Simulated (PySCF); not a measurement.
Molecule: C2H6ClGa, charge 0, multiplicity 1. SMILES: [CH3][Ga]([CH3])[Cl]
Coordinates optimised at B3LYP-D3(BJ)/def2-TZVP (Ansatz):
```
Ga
C 1 1.9679
H 2 1.0894 1 112.09
H 2 1.0909 3 109.29 1 121.40
H 2 1.0912 3 109.16 4 117.42
C 1 1.9679 2 133.26 3 -1.80
H 6 1.0894 1 112.08 2 -4.54
H 6 1.0907 7 109.37 1 121.55
H 6 1.0914 7 109.07 8 117.42
Cl 1 2.1917 2 113.36 3 178.06
```

Dispersion corrections to the total energy (kcal/mol) from the dftd3 and dftd4 libraries through PySCF: D3(BJ) without and D4 with the three-body term, each with the damping fitted for the functional named.

| functional | D3(BJ) | D4 |
|---|---|---|
| LC-wPBE | -4.32 | -5.08 |
| PBE | -4.18 | [?] |
| BP86 | [?] | -6.26 |
| BLYP | -9.22 | -9.65 |
| revPBE | -9.97 | -12.35 |
| PW6B95 | -2.60 | -3.80 |
| HF | [?] | -14.86 |

Problem. Complete the blanks.

Solution. 
- PBE, D4: -4.52
- BP86, D3(BJ): -7.37
- HF, D3(BJ): -33.82
